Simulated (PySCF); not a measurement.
Ligand exchange on a metal centre used in film growth or etching (Y F-OH). Isolated molecules, 0 K electronic values unless said otherwise. One relaxed conformer stands for each flexible species; it need not be the lowest.

Computed with TPSSh-D3(BJ)/def2-TZVP // TPSS-D3(BJ)/def2-SVP (PySCF). 

```
species                                charge on the central atom (Mulliken) (e)  mean distance from the central atom to its bonded neighbours (Å)  HOMO (eV)
-------------------------------------  -----------------------------------------  ----------------------------------------------------------------  ---------
0 of 3 F replaced by OH ([Y(F)3])                                           1.57                                                        (withheld)      -9.41
1 of 3 F replaced by OH ([Y(F)2(OH)])                                 (withheld)                                                        (withheld)      -7.80
2 of 3 F replaced by OH ([Y(F)(OH)2])                                       1.54                                                             2.026      -7.43
3 of 3 F replaced by OH                                                     1.53                                                             2.036      -6.93
```

Question: Some entries are withheld; supply them.

Answer: 
- 0 of 3 F replaced by OH ([Y(F)3]), mean distance from the central atom to its bonded neighbours (Å): 2.004
- 1 of 3 F replaced by OH ([Y(F)2(OH)]), charge on the central atom (Mulliken) (e): 1.55
- 1 of 3 F replaced by OH ([Y(F)2(OH)]), mean distance from the central atom to its bonded neighbours (Å): 2.015
